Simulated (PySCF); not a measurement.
C3H7BrSi, SMILES C=C[SiH](C)Br. The structure is a stationary point at PBE-D3(BJ)/def2-SVP. The values are those of a single conformer.

Computed equilibrium geometry at PBE-D3(BJ)/def2-SVP (PySCF confirms it by a frequency run) as Cartesian coordinates in Å (one conformer of several):
```xyz
12

Si     0.1802    -0.5054    -0.8684
C      1.5405    -1.7737    -0.5849
Br     0.3961     1.1512     0.6511
C     -1.5239    -1.2676    -0.7006
C     -2.4645    -0.9011     0.1911
H      0.3397     0.1277    -2.2237
H      1.4512    -2.5957    -1.3257
H      2.5409    -1.3108    -0.6956
H      1.4608    -2.2076     0.4314
H     -1.7563    -2.0950    -1.4005
H     -2.2855    -0.0811     0.9083
H     -3.4477    -1.3999     0.2423
```
